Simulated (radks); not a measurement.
Values are calculated unless marked as measured or tabulated.
Task: Valence configurations of Mo III (all share [Kr]). Level of theory: Dirac Kohn-Sham, LDA (Slater exchange, Perdew-Wang correlation), spin-unpolarised, spherical densities, point nucleus; open shells are shared between the two j in proportion to 2j + 1 (a radial shooting solver on a logarithmic mesh with Libxc functionals). Order these by energy: 4d3.5 5s0.5; 4d2 5s1 5p1; 4d1.5 5s0.5 5p2; 4d3 5s0.5 5p0.5; 4d2.5 5s0.5 5p1; 4d3.5 5p0.5; 4d2 5s2; 4d4; 4d3 5p1; 4d3 5s1.

Result: From the lowest, in eV above it: 4d4 0.000; 4d3.5 5s0.5 1.686; 4d3 5s1 3.716; 4d3.5 5p0.5 4.328; 4d3 5s0.5 5p0.5 6.436; 4d2 5s2 8.942; 4d3 5p1 9.168; 4d2.5 5s0.5 5p1 11.746; 4d2 5s1 5p1 14.737; 4d1.5 5s0.5 5p2 24.212. NIST lists [Kr] 4d4 as the ground configuration; this level of theory agrees among the configurations tried. The energies are those of spherical spin-averaged densities, not of single terms.
